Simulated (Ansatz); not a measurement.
`CSC[SiH2]O` + `OF` → `O[SiH2]O` + `CSCF`  (formal exchange of groups at the Si–C bond)

Isolated molecules relaxed with PBE0-D4/def2-TZVP in Ansatz; ΔE leaves out vibrations. CBS: MP2 limit from def2 TZ/QZ plus the TZ coupled-cluster correction, frozen cores. This one scheme is used for every species. Functionals use def2-TZVPP. One conformer a species, not always the lowest.

| level | ΔE (kJ/mol) |
| --- | --- |
| BHLYP-D4 | -464.2 |
| HF/CBS(def2) | -504.7 |

Question: What does CCSD(T)/CBS give? (An estimate is asked.)

Answer: Computed: -451.5 kJ/mol. The listed levels differ from it by -12.7, -53.2 kJ/mol.

Largest T1 diagnostic among the species: 0.012.

In def2-TZVPP, CCSD(T) changes the Hartree–Fock value by +55.3 kJ/mol (the triples alone add +9.8 kJ/mol) and MP2 by +35.6 kJ/mol. From BLYP to BHLYP (50 % exact exchange), in def2-TZVPP and without D4, ΔE moves by −40.2 kJ/mol. The D4 term adds +12.1 kJ/mol with B3LYP and +6.8 kJ/mol with PBE0; it sums over pairs of atoms, weighted by their polarisabilities, and B3LYP, whose exchange is more repulsive, gets the larger term.

B3LYP here is the variant with VWN-RPA as its local correlation; programs differ in this.
